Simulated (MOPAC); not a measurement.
MOPAC input (PM6):

```
PM6 PRECISE GNORM=0.05 LET XYZ UHF MS=0.5 GEO-OK AUX(PRECISION=9) THREADS=1
C2H2BCl2

C    -2.45534800 1   -0.27260600 1   -0.44684200 1
C    -1.53108800 1    0.08178900 1    0.41279500 1
B    -0.01849900 1    0.04078700 1    0.11428200 1
Cl    1.11811000 1    0.54446900 1    1.35778600 1
Cl    0.61038200 1   -0.49431500 1   -1.43250400 1
H    -3.53197300 1   -0.34057200 1   -0.50115900 1
H    -1.84128800 1    0.42893400 1    1.40424600 1
```

Output:

```
 *******************************************************************************
 **                                                                           **
 **                              MOPAC v23.2.5                                **
 **                                                                           **
 *******************************************************************************
 ** MOPAC's Digital Object Identifier: https://doi.org/10.5281/zenodo.6511958 **
 **                                                                           **
 ** Please cite the open-source release paper for use of this MOPAC version:  **
 ** J. E. Moussa and J. J. P. Stewart (2026)                                  **
 ** MOPAC: An open-source semiempirical molecular orbital program             **
 ** J. Open Source Softw., 11(119), 8025, https://doi.org/10.21105/joss.08025 **
 *******************************************************************************

                              PM6 CALCULATION RESULTS

 *******************************************************************************
 *  PM6        - The PM6 Hamiltonian to be used
 *  GEO-OK     - OVERRIDE INTERATOMIC DISTANCE AND OTHER SAFETY CHECKS
 *  UHF        - UNRESTRICTED HARTREE-FOCK CALCULATION
 *  MS=        - IN MECI, MAGNETIC COMPONENT OF SPIN =  0.5
 *  LET        - OVERRIDE SOME SAFETY CHECKS
 *  PRECISE    - TIGHTER CRITERIA TO BE USED
 *  XYZ        - CARTESIAN COORDINATE SYSTEM TO BE USED
 *  GNORM      - EXIT WHEN GRADIENT NORM DROPS BELOW 0.050
 *  AUX        - OUTPUT AUXILIARY INFORMATION
 *******************************************************************************
PM6 PRECISE GNORM=0.05 LET XYZ UHF MS=0.5 GEO-OK AUX(PRECISION=9) THREADS=1
 C2H2BCl2

   ATOM   CHEMICAL          X               Y               Z
  NUMBER   SYMBOL      (ANGSTROMS)     (ANGSTROMS)     (ANGSTROMS)

     1       C         -2.45534800  *  -0.27260600  *  -0.44684200  *
     2       C         -1.53108800  *   0.08178900  *   0.41279500  *
     3       B         -0.01849900  *   0.04078700  *   0.11428200  *
     4      Cl          1.11811000  *   0.54446900  *   1.35778600  *
     5      Cl          0.61038200  *  -0.49431500  *  -1.43250400  *
     6       H         -3.53197300  *  -0.34057200  *  -0.50115900  *
     7       H         -1.84128800  *   0.42893400  *   1.40424600  *

          CARTESIAN COORDINATES

    NO.       ATOM           X           Y           Z

     1         C         -2.4553     -0.2726     -0.4468
     2         C         -1.5311      0.0818      0.4128
     3         B         -0.0185      0.0408      0.1143
     4        Cl          1.1181      0.5445      1.3578
     5        Cl          0.6104     -0.4943     -1.4325
     6         H         -3.5320     -0.3406     -0.5012
     7         H         -1.8413      0.4289      1.4042

 General Reference for PM6:
 "Optimization of Parameters for Semiempirical Methods V: Modification of NDDO Approximations
 and Application to 70 Elements", J. J. P. Stewart, J. Mol. Mod., 13, 1173-1213 (2007)
 URL: https://link.springer.com/article/10.1007/s00894-007-0233-4

           Empirical Formula: C2 H2 B Cl2  =     7 atoms

      MOLECULAR POINT GROUP   :   Cs

          UHF CALCULATION, NO. OF ALPHA ELECTRONS =   14
                           NO. OF BETA  ELECTRONS =   13

          Geometry optimization using EF

          DIAGONAL MATRIX USED AS START HESSIAN

 CYCLE:     1  GRAD.:   129.797 HEAT: -5.745098
 CYCLE:     2  GRAD.:   340.011 HEAT:  35.37503
 CYCLE:     3  GRAD.:   195.148 HEAT:  1.884769
 CYCLE:     4  GRAD.:   435.949 HEAT:  20.27741
 CYCLE:     5  GRAD.:    97.163 HEAT: -7.390254
 CYCLE:     6  GRAD.:   193.268 HEAT:  2.539417
 CYCLE:     7  GRAD.:   110.644 HEAT: -8.118008
 CYCLE:     8  GRAD.:   158.853 HEAT:-0.4208214
 CYCLE:     9  GRAD.:   108.716 HEAT: -8.085472
 CYCLE:    10  GRAD.:   291.310 HEAT:  4.222148
 CYCLE:    11  GRAD.:   144.974 HEAT: -8.228031
 CYCLE:    12  GRAD.:   221.393 HEAT:  9.087196
 CYCLE:    13  GRAD.:   127.886 HEAT: -8.540278
 CYCLE:    14  GRAD.:   246.279 HEAT: -7.701792
 CYCLE:    15  GRAD.:    89.334 HEAT: -10.32212
 CYCLE:    16  GRAD.:     6.506 HEAT: -10.78750
 CYCLE:    17  GRAD.:    19.239 HEAT: -10.91472
 CYCLE:    18  GRAD.:    27.625 HEAT: -11.57383
 CYCLE:    19  GRAD.:    14.900 HEAT: -11.88112
 CYCLE:    20  GRAD.:    16.044 HEAT: -12.01555
 CYCLE:    21  GRAD.:    12.170 HEAT: -12.05258
 CYCLE:    22  GRAD.:     3.310 HEAT: -12.10933
 CYCLE:    23  GRAD.:     6.602 HEAT: -12.12953
 CYCLE:    24  GRAD.:     7.323 HEAT: -12.14901
 CYCLE:    25  GRAD.:     7.165 HEAT: -12.15825
 CYCLE:    26  GRAD.:     3.829 HEAT: -12.16299
 CYCLE:    27  GRAD.:     1.016 HEAT: -12.16667
 CYCLE:    28  GRAD.:     0.548 HEAT: -12.16677
 CYCLE:    29  GRAD.:     0.162 HEAT: -12.16684
 CYCLE:    30  GRAD.:     0.058 HEAT: -12.16685
 CYCLE:    31  GRAD.:     0.039 HEAT: -12.16685

     GRADIENT =  0.03879 IS LESS THAN CUTOFF =  0.05000

 -------------------------------------------------------------------------------
 PM6 PRECISE GNORM=0.05 LET XYZ UHF MS=0.5 GEO-OK AUX(PRECISION=9) THREADS=1
 C2H2BCl2

     GEOMETRY OPTIMISED USING EIGENVECTOR FOLLOWING (EF).
     SCF FIELD WAS ACHIEVED

                              PM6 CALCULATION
                                                       MOPAC v23.2.5 Linux

          FINAL HEAT OF FORMATION =        -12.16685 KCAL/MOL =     -50.90612 KJ/MOL

          COSMO AREA              =        127.42 SQUARE ANGSTROMS
          COSMO VOLUME            =        116.38 CUBIC ANGSTROMS

          GRADIENT NORM           =          0.03879          =       0.01466 PER ATOM
          IONIZATION POTENTIAL    =          9.536061 EV
          ALPHA SOMO LUMO (EV)    =         -9.536 -0.923
          BETA  SOMO LUMO (EV)    =        -11.055 -0.727
          NO. OF ALPHA ELECTRONS  =         14
          NO. OF BETA  ELECTRONS  =         13
          MOLECULAR WEIGHT        =        107.7538         POINT GROUP:  Cs

          MOLECULAR DIMENSIONS (Angstroms)

            Atom       Atom       Distance
            H     6   Cl     4     4.97772
            H     7   Cl     5     3.83538
            H     7   Cl     4     0.00000

          SCF CALCULATIONS        =         32

   ATOM   CHEMICAL          X               Y               Z
  NUMBER   SYMBOL      (ANGSTROMS)     (ANGSTROMS)     (ANGSTROMS)

     1       C         -2.42742204  *  -0.25135631  *  -0.39191749  *
     2       C         -1.55271497  *   0.12055980  *   0.52192390  *
     3       B         -0.05564067  *   0.05343583  *   0.15358321  *
     4      Cl          1.15793476  *   0.52758476  *   1.30652412  *
     5      Cl          0.49609180  *  -0.48904273  *  -1.40397813  *
     6       H         -3.01813328  *  -0.56237423  *  -1.17342696  *
     7       H         -1.81359115  *   0.47098547  *   1.51632322  *

                             CARTESIAN COORDINATES

   1    C       -2.427422038    -0.251356310    -0.391917489
   2    C       -1.552714975     0.120559798     0.521923905
   3    B       -0.055640671     0.053435834     0.153583209
   4   Cl        1.157934761     0.527584757     1.306524121
   5   Cl        0.496091797    -0.489042734    -1.403978131
   6    H       -3.018133280    -0.562374227    -1.173426955
   7    H       -1.813591152     0.470985469     1.516323219

           Empirical Formula: C2 H2 B Cl2  =     7 atoms

      MOLECULAR POINT GROUP   :   Cs

          ALPHA EIGENVALUES
 -26.84528 -26.37980 -26.21984 -20.78994 -18.13953 -16.21529 -14.78867 -13.87381
 -13.03327 -11.43200 -11.41238 -11.29275 -11.18019  -9.53606  -0.92251  -0.41309
   1.19674   1.35394   3.29094   4.79193   5.48393   6.21954  87.45565  87.50874
  87.70704  88.47358  88.47717  88.72917  88.74965  88.88505  89.31793  89.35450

           BETA EIGENVALUES
 -26.74555 -26.30161 -26.17420 -20.47400 -18.03545 -16.00790 -14.52860 -13.76094
 -13.06143 -11.46089 -11.26000 -11.18527 -11.05507  -0.72652  -0.49421   0.57847
   1.29043   1.51448   3.36938   5.04175   5.62607   6.47129  87.46953  87.50623
  87.71136  88.47048  88.47494  88.73263  88.75369  88.89448  89.31040  89.35463

              NET ATOMIC CHARGES AND DIPOLE CONTRIBUTIONS

  ATOM NO.   TYPE          CHARGE      No. of ELECS.   s-Pop       p-Pop       d-Pop
    1          C          -0.117174        4.1172     1.19767     2.91951
    2          C          -0.301113        4.3011     1.12522     3.17589
    3          B           0.323911        2.6761     1.01574     1.66035
    4         Cl          -0.138156        7.1382     1.99134     5.14374     0.00308
    5         Cl          -0.135882        7.1359     1.99126     5.14141     0.00321
    6          H           0.182813        0.8172     0.81719
    7          H           0.185601        0.8144     0.81440
 DIPOLE           X         Y         Z       TOTAL
 POINT-CHG.    -1.834    -0.055     0.075     1.836
 HYBRID         0.091    -0.042    -0.125     0.160
 SUM           -1.743    -0.096    -0.050     1.747

          ATOMIC ORBITAL ELECTRON POPULATIONS

     Atom    s        px        py        pz      x^2-y^2     xz        z^2       yz        xy
    1  C   1.19767   1.02524   0.88177   1.01250
    2  C   1.12522   1.03835   1.06701   1.07053
    3  B   1.01574   0.70527   0.35304   0.60204
    4 Cl   1.99134   1.64831   1.83724   1.65819   0.00071   0.00084   0.00081   0.00042   0.00030
    5 Cl   1.99126   1.90280   1.82249   1.41612   0.00035   0.00105   0.00101   0.00064   0.00018
    6  H   0.81719
    7  H   0.81440

                    (SZ)    =    0.500000
                    (S**2)  =    0.812464

          ATOMIC ORBITAL SPIN POPULATIONS

    Atom   Total    s     px     py     pz   x^2-y^2  xz     z^2    yz     xy
         Atomic
    1  C  1.2064  0.032  0.577  0.239  0.358
    2  C -0.3084 -0.016 -0.046 -0.195 -0.052
    3  B  0.0810  0.050  0.033 -0.005  0.002
    4 Cl  0.0061 -0.000  0.014 -0.006 -0.002 -0.000  0.000  0.000 -0.000 -0.000
    5 Cl -0.0020 -0.000  0.001 -0.006  0.002  0.000  0.000  0.000 -0.000 -0.000
    6  H -0.0313 -0.031
    7  H  0.0483  0.048

 **********************
 *                    *
 * JOB ENDED NORMALLY *
 *                    *
 **********************

 == MOPAC DONE ==
```

The geometry given is a B3LYP-D3(BJ)/def2-TZVP minimum.
